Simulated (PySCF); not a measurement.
A side-by-side comparison of computed properties.

First species: C₃H₁₀GeOSi.
SMILES: `C1[CH](C1)[GeH2][O][SiH3]`

Second species: C4H6O2Si.
SMILES: `[SiH3]Oc1ccoc1`

Levels: CAM-B3LYP/def2-SVPD for dipole moment, HOMO energy, LUMO energy, HOMO–LUMO gap, static isotropic polarisability and electronic spatial extent ⟨r²⟩ about the centre of nuclear charge; TDDFT CAM-B3LYP/def2-SVPD for lowest singlet excitation; TDA CAM-B3LYP/def2-SVPD for lowest triplet excitation (Tamm–Dancoff); ΔSCF CAM-B3LYP/def2-SVPD for vertical ionisation energy; PBE0-D3(BJ)/def2-SVP for rotational constant A and rotational constant C. Geometries: PBE0-D3(BJ)/def2-SVP. Each species is one conformer at its optimised geometry, gas phase, non-relativistic unless stated. Electronic properties by PySCF.

Dipoles, sizes and rotational constants follow the conformer. The torsions of the flexible species, by atom-mapped SMILES:
- `[SiH3:1][O:2][GeH2:3][CH:4]1[CH2:5][CH2:6]1`: Si1–O2–Ge3–C4 107°, O2–Ge3–C4–C5 31°
- `[SiH3:1][O:2][c:3]1[cH:4][cH:5][o:6][cH:7]1`: Si1–O2–C3–C4 0°

(1) Which has the higher rotational constant C?

(2) Which of the two has the higher LUMO energy, and by how much?

(3) Which of the two has the higher HOMO–LUMO gap, and by how much?

(4) Which has the higher rotational constant A?

(5) Which has the higher T1 energy?

(6) Which of the two has the higher dipole moment, and by how much?

(7) Which of the two has the higher static isotropic polarisability, and by how much?

(8) Which of the two has the higher ⟨r²⟩, and by how much?

Results:

(1) The second: 1.101 GHz against 0.981 GHz, a difference of 0.120 GHz.

(2) The second: 0.96 eV against 0.78 eV, a difference of 0.18 eV.

(3) The first: 10.17 eV against 8.62 eV, a difference of 1.55 eV.

(4) The second: 7.325 GHz against 2.585 GHz, a difference of 4.740 GHz.

(5) The first: 6.58 eV against 3.87 eV, a difference of 2.71 eV.

(6) The first: 1.60 D against 1.40 D, a difference of 0.20 D.

(7) The first: 92.2 au against 77.2 au, a difference of 15.0 au.

(8) The first: 1237 bohr² against 1026 bohr², a difference of 211 bohr².

On the first: A dipole of 1.60 D is allowed in C1, and pure rotational transitions are dipole-allowed. The vertical singlet–triplet gap S1 − T1 is 0.32 eV (TDDFT singlet less Tamm–Dancoff triplet; S1: HOMO→LUMO, weight 0.83; T1: HOMO→LUMO, weight 0.76). The calculation is non-relativistic and has no spin–orbit coupling, an omission that weighs most on germanium.

On the second: The polarisability is 11.44 Å³ as a volume (1 au = 0.148185 Å³), or 1.29 au for each of the 60 electrons. The vertical singlet–triplet gap S1 − T1 is 2.03 eV (TDDFT singlet less Tamm–Dancoff triplet).
